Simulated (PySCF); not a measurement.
Two-component Hartree-Fock for Xe³⁺ (xenon, charge +3)

Start: [Kr] 4d10 5s2 5p3; 5p3/2 filled at m_j = -1/2, +1/2, +3/2. Calculated with PySCF 2.14 in x2c-TZVPall-2c with one added diffuse shell each of s, p, d, f type (9s10p6d3f, 90 functions): generalised Hartree-Fock with the X2C-1e Hamiltonian and a Gaussian nucleus; one run each with spin-orbit coupling (SO) switched off, then screened by Boettger's factors. This is a chosen level, not necessarily the ground level.

```
spinor shell  electrons  ε, spin-free (eV)  ε, screened SO (eV)  weight of nominal j (screened SO)  rms radius, screened SO (bohr)
       1s1/2          2           -34761.6             -34757.4                              1.000                          0.0305
       2s1/2          2            -5540.4              -5539.2                              1.000                           0.124
       2p1/2          2            -4967.9              -5193.8                              1.000                           0.107
       2p3/2          4            -4967.9              -4866.3                              1.000                           0.112
       3s1/2          2            -1203.6              -1203.2                              1.000                           0.326
       3p1/2          2            -1014.3              -1058.4                              1.000                           0.318
       3d3/2          4            -733.99              -741.68                              1.000                           0.302
       3d5/2          6            -733.99              -728.39                              1.000                           0.305
       4s1/2          2            -262.71              -262.52                              1.000                           0.761
       4p1/2          2            -200.03              -208.91                              0.999                           0.796
       4p3/2          4            -200.03              -195.83                              0.999                           0.824
       4d3/2          4            -105.81              -107.03                              0.983                           0.935
       4d5/2          6            -105.81              -104.77                              0.988                           0.943
       5s1/2          2            -55.986              -55.934                              1.000                            1.88
       5p3/2          3            -43.329              -43.332                              0.541                            2.13
```

(1) Where does 3p3/2 lie, and what is the 3p spin-orbit splitting (screened SO)?

```tsv
quantity	spin-free	screened SO
E (hartree)	-7440.10191	-7442.52077
M_J	3/2	3/2
⟨J²⟩	3.751	3.760
⟨L²⟩	0.000	0.210
⟨S²⟩	3.751	3.526
```

Each row is a mean over spinors that exchange with the open shell spreads, by up to 8.317 eV (5s1/2).

Rows whose weight is well below 1 are mixtures of j = l ± 1/2: exchange outweighs spin-orbit coupling there, and the label is only the starting occupation.

Breit and QED terms are absent; they matter most for the inner s and p1/2 levels.

Densities and radii are taken from the X2C orbitals without a picture-change correction, which distorts them close to the nucleus.

Without spin-orbit coupling the j labels of p, d and f shells carry no meaning; the spin-free column gives the mean over the occupied spinors of each nl shell.

Answers

(1) At -994.21 eV, 64.142 eV above 3p1/2.
